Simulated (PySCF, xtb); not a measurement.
C3H8O2Si, SMILES C(C(C)=O)[SiH2]O.

GFN2-xTB in xtb 6.7.1 at its own geometry gives an orbital gap of 3.98 eV and a dipole moment of 2.97 D.

Geometry: PBE0-D3(BJ)/def2-SVP. The values are those of a single conformer.

### Question
What does PBE/def2-TZVP in PySCF give? (Estimate from the structure and the level; the computed values follow.)

### Answer
gap 4.12 eV (levels -6.12 and -2.00 eV), dipole 3.62 D.
